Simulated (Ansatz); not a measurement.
A run on C3H6OSn, SMILES `C#[C][SnH2][O]C` with other settings.

```yaml
crystal:
  periodic: [false, false, false]
  atoms:
    - {symbol: C, position_ang: [-1.835488, 0.540410, 1.898322]}
    - {symbol: C, position_ang: [-0.980306, 0.049640, 1.650387]}
    - {symbol: Sn, position_ang: [0.921453, -1.203164, 1.005317]}
    - {symbol: O, position_ang: [0.546361, -1.002052, -1.068879]}
    - {symbol: C, position_ang: [0.233256, 0.475231, -1.916370]}
    - {symbol: H, position_ang: [-2.885777, 1.250760, 2.418933]}
    - {symbol: H, position_ang: [2.240569, -0.223580, 1.132142]}
    - {symbol: H, position_ang: [0.665690, -2.302205, 1.027142]}
    - {symbol: H, position_ang: [0.450540, 0.391524, -2.735174]}
    - {symbol: H, position_ang: [1.585997, 0.876288, -1.599805]}
    - {symbol: H, position_ang: [-0.593534, 0.829972, -1.361800]}
basis:
  gaussian: {orbitals: STO-3G}
total_charge: 1
magnetization: {spin_polarized: true, initial_magnetization: 1}
hamiltonian: {xc: {name: LC-wPBE}}
```

```sh
$ ansatz run in.yaml --threads 4 --pin off --events-out ev --progress --plain --max-ram 10444MiB
```

Output, abridged:

```
Functional definition: LC-wPBE
728 factors; integrals over basis functions are off by at most 4.2e-5 eV
230 factors; integrals over basis functions are off by at most 4.7e-6 eV
mean field evaluation 1: about -167464.2765 eV, gradient 2.7e1 eV
mean field evaluation 2: about -167464.6886 eV, gradient 3.3e1 eV
mean field evaluation 4: about -167471.4829 eV, gradient 2.2e0 eV
mean field evaluation 8: about -167471.6600 eV, gradient 4.2e-1 eV
mean field evaluation 16: about -167471.5078 eV, gradient 4.2e-3 eV
mean field -167471.50781511 eV, -6154.4643959401 hartree, gradient 1.6e-5 eV, S^2 0.758128; 2 other end points of the search recorded, 0 dependent functions left out
reference -167471.50781511 eV, -6154.4643959403 hartree; 41, 40 occupied and 12, 13 virtual orbitals, 728 factors
Total energy: -167471.50781511 eV, -6154.4643959403 hartree
```

Hardware: 4 threads of an Intel Xeon 6975P-C on a shared host. Wall time 1.8 s, peak host memory 0.18 GiB.
